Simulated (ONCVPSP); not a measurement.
Ag (Z = 47): ONCV pseudisation with PBEsol, scalar-relativistic reference atom.

* Element: silver
* Generator: ONCVPSP 4.0.1
* Type: optimised norm-conserving Vanderbilt (ONCV)
* Functional: PBEsol
* Relativity: scalar-relativistic
* Frozen core: [Ar] 3d10 4s2
* Valence charge: 17
* Reference configuration: 4p6 4d10 5s0.5 (charge +0.5)
* Partial waves: 5s: rc 2.50 bohr, ncon 4, nbas 8, qcut 2.7 1/bohr, 2 projectors, debl 1.6 Ha; 4p: rc 1.65 bohr, ncon 3, nbas 6, qcut 8.6 1/bohr, 2 projectors, debl 1.7 Ha; 4d: rc 1.75 bohr, ncon 5, nbas 9, qcut 9 1/bohr, 3 projectors, debl 2.9 Ha
* Local potential: polynomial inside 1.60 bohr (lpopt 5, dvloc0 0 Ha)
* Core correction: Teter function, fcfact 5, rcfact 1.1

In the p channel the program set the typed energies aside and used -2.295, 0.250 Ha.

Poles of the logarithmic derivatives, all-electron (AE) and pseudo (PS). s: poles at 0.9 (AE) and 0.9 (PS) Ha. p: poles at -1.9 (AE) and -1.9 (PS) Ha. d: poles at 0.3 (AE) and 0.3 (PS) Ha. Test radii: s 2.54, p 1.67, d 1.77 bohr.

- Cutoffs needed: 29 Ha and 34 Ha (the cutoffs (Ha) at which the residual kinetic energy of the hardest occupied pseudo-wave falls to 1 and 0.1 mHa per electron)
- Ghost test: ghosts flagged at negative energy: s at -1.49 eV; no localised positive-energy state flagged; a true bound ghost makes a file unfit for plane-wave use
- Configuration tests: 2 of 4 tests not solved or not reliable
- rms error of d²Exc/dni dnj: 3.22 mHa without and 1.94 mHa with the model core
